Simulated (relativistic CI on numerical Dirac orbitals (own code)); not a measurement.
V+: calculation against measurement

Calculated at this level of theory: Dirac-Coulomb-Breit CI, separate exchange-only KLI orbitals for each configuration, model QED, valence Slater integrals scaled by 0.85, P86 correlation estimate, and configurations built on the next ion tied to the tabulated ionisation energy (semi-empirical) (own radial code, finite nucleus).

Configuration list (outside the closed core [Ar]): 3d4, 3d3 4s, 3d3 4p, 3d3 4d, 3d3 5s, 3d3 4f, 3d2 4s2, 3d2 4s 4p, 3d3 5p, 3d3 5d, 3d3 5f, 3d3 5g, 3d2 4p2, 3d2 4s 5s. Levels of other configurations are missing.

```csv
Configuration,Term (tabulated),J,Measured (cm⁻¹),Computed,Error,Purity (%)
3d4,a 5D,0,0.0,0,0,99
3d4,a 5D,1,36.0,30,-6,99
3d4,a 5D,2,106.6,89,-18,99
3d4,a 5D,3,208.9,174,-35,99
3d4,a 5D,4,339.2,283,-56,99
3d3 4s,a 5F,1,2604.9,6204,3599,100
3d3 4s,a 5F,2,2687.1,6280,3593,100
3d3 4s,a 5F,3,2808.8,6392,3583,100
3d3 4s,a 5F,4,2968.3,6540,3571,100
3d3 4s,a 5F,5,3162.8,6720,3557,100
3d3 4s,a 3F,2,8640.3,12253,3613,71
3d3 4s,a 3F,3,8842.0,12410,3568,70
3d3 4s,a 3F,4,9097.8,12607,3509,67
3d3 4p,z 5G°,2,34592.8,36719,2126,100
3d3 4p,z 5G°,3,34745.7,36856,2110,100
3d3 4p,z 5G°,4,34946.6,37036,2089,100
3d3 4p,z 5G°,5,35193.1,37257,2064,100
3d3 4p,z 5G°,6,35483.4,37518,2035,100
3d3 4p,z 5F°,2,36673.5,38838,2164,88
3d3 4p,z 5F° †,3,36919.2,38991,2072,95
3d3 4p,z 5F° †,1,36954.6,38721,1766,81
3d3 4p,z 5F°,4,37150.5,39164,2013,98
3d3 4p,z 5D°,0,37201.3,39314,2113,99
3d3 4p,z 5D° †,1,37259.4,39400,2141,73
3d3 4p,z 5F°,5,37352.4,39352,1999,98
3d3 4p,z 5D° †,3,37520.6,39436,1915,74
3d3 4p,z 5D° †,4,37531.1,39637,2106,98
3d3 4p,z 3G°,3,39234.1,42074,2840,99
3d3 4p,z 3G°,4,39403.7,42238,2834,99
3d3 4p,z 3G°,5,39613.0,42440,2827,99
3d3 4p,z 3F°,2,40001.7,42548,2546,96
3d3 4p,z 3F°,3,40195.5,42731,2535,96
3d3 4p,z 3F°,4,40430.0,42955,2525,96
```

Measured levels from NIST Handbook of Basic Atomic Spectroscopic Data (Sansonetti and Martin, J. Phys. Chem. Ref. Data 34, 1559 (2005)); pairs were made by configuration, J and term (by order where the table uses no LS term), so strongly mixed levels may be paired wrongly.

Mean error by configuration (cm⁻¹): 3d4 -29; 3d3 4s 3574; 3d3 4p 2321. Over the excited levels the mean absolute error is 2353 cm⁻¹ (32 of the 33 excited levels that our extract of the source holds in range could be paired, and the others can miss by more), and the median relative error of those above 1,000 cm⁻¹ is 6.4 %. † marks terms whose computed intervals miss the measured ones by more than a factor of 2.5, or configurations far off the rest, from wrong mixing, a near crossing or a doubtful label or measurement; they are left out of the means.

Transition probabilities of persistent lines. The last column rescales the computed rate by the cube of measured over computed energy:

| λ measured (Å) | Lower | Upper | A tabulated (s⁻¹) | A computed | A rescaled |
| --- | --- | --- | --- | --- | --- |
| 2687.95 air | 3d4 a 5D_4 | 3d3 4p z 5D°_4 | 7.67e+07 | 1.10e+08 | 9.30e+07 |
| 2700.94 air | 3d4 a 5D_4 | 3d3 4p z 5F°_5 | 3.45e+07 | 4.29e+07 | 3.65e+07 |
| 2893.31 air | 3d3 4s a 5F_4 | 3d3 4p z 5D°_3 | 1.10e+08 | 1.07e+08 | 1.24e+08 |
| 2908.81 air | 3d3 4s a 5F_5 | 3d3 4p z 5D°_4 | 1.54e+08 | 1.89e+08 | 2.15e+08 |
| 2924.02 air | 3d3 4s a 5F_5 | 3d3 4p z 5F°_5 | 1.73e+08 | 1.91e+08 | 2.20e+08 |
| 2924.63 air | 3d3 4s a 5F_4 | 3d3 4p z 5F°_4 | 1.21e+08 | 1.41e+08 | 1.62e+08 |
| 3093.10 air | 3d3 4s a 5F_5 | 3d3 4p z 5G°_6 | 2.10e+08 | 2.07e+08 | 2.40e+08 |
| 3102.29 air | 3d3 4s a 5F_4 | 3d3 4p z 5G°_5 | 1.77e+08 | 1.83e+08 | 2.11e+08 |
| 3110.71 air | 3d3 4s a 5F_3 | 3d3 4p z 5G°_4 | 1.68e+08 | 1.64e+08 | 1.90e+08 |
| 3118.38 air | 3d3 4s a 5F_2 | 3d3 4p z 5G°_3 | 1.54e+08 | 1.53e+08 | 1.76e+08 |
| 3125.28 air | 3d3 4s a 5F_1 | 3d3 4p z 5G°_2 | 1.51e+08 | 1.54e+08 | 1.77e+08 |
| 3190.69 air | 3d3 4s a 3F_4 | 3d3 4p z 3F°_4 | 3.30e+07 | 6.55e+07 | 7.21e+07 |
| 3276.13 air | 3d3 4s a 3F_4 | 3d3 4p z 3G°_5 | 5.20e+07 | 1.50e+08 | 1.61e+08 |
